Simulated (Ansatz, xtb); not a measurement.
System: AlCl, charge 1, multiplicity 2. SMILES of the parent species: [Al][Cl]
Coordinates optimised at B3LYP-D3(BJ)/def2-TZVP (Ansatz, a first-principles code):
```xyz
2

Al     0.0000     0.0000    -1.1542
Cl     0.0000     0.0000     0.8826
```
Charge +1, spin multiplicity 2.

Harmonic wavenumbers from GFN2-xTB (xtb, at its own minimum), cm⁻¹: 637.

Q: Give the harmonic wavenumbers at B3LYP-D3(BJ)/def2-TZVP (Ansatz, finite differences of forces, unscaled).

A: 574 cm⁻¹. Zero-point energy 0.8 kcal/mol.

Q: From these and the geometry, give the ideal-gas thermochemistry at 298.15 K and 1 atm (rigid rotor, harmonic oscillator).

A: Point group C∞v, rotational symmetry number 1. Rotational constants 7.951, 7.951 GHz. S(trans) 38.31, S(rot) 15.22, S(vib) 0.50, S(elec, spin only) 1.38, S 55.4 cal/(mol K). H(298) - H(0) 2.18 kcal/mol; G - E(el) -13.5 kcal/mol.
